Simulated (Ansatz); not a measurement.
C3H9GaGe, SMILES `[GaH2][C]1([GeH3])CC1`. Total charge 0; spin multiplicity 1. Correlated methods include outer-core shells of Ga, Ge, which these sets cover unevenly. Scalar relativity is left out up to krypton.

| atom | x (Å) | y (Å) | z (Å) |
| --- | --- | --- | --- |
| Ga1 | -0.9189 | -1.6621 | -0.8466 |
| C2 | -0.0558 | -0.1003 | -0.0619 |
| Ge3 | 0.0969 | 0.0178 | 1.8658 |
| C4 | 1.0732 | 0.5212 | -0.8733 |
| C5 | -0.2349 | 1.2129 | -0.8120 |
| H6 | -1.4958 | -2.8299 | 0.0291 |
| H7 | -1.0094 | -1.6940 | -2.4192 |
| H8 | -1.2937 | 0.0032 | 2.5290 |
| H9 | 0.8105 | 1.3382 | 2.2320 |
| H10 | 0.9152 | -1.1616 | 2.4255 |
| H11 | 1.9052 | 0.9568 | -0.3292 |
| H12 | 1.3610 | 0.0519 | -1.8085 |
| H13 | -0.8519 | 1.2219 | -1.7047 |
| H14 | -0.3016 | 2.1239 | -0.2259 |

Problem. Give the diagnostics of a CCSD(T)/def2-TZVPP run (frozen core, Ansatz 0.2.0). (Best estimate.)

Solution. Ansatz gave: T1 = 0.0117, largest single amplitude 0.014, largest double 0.016, (T) share of the correlation energy 4.0 %, 8 CCSD cycles. The RHF solution is stable towards an unrestricted one. T1 lies under the customary mark of 0.02 for closed shells.
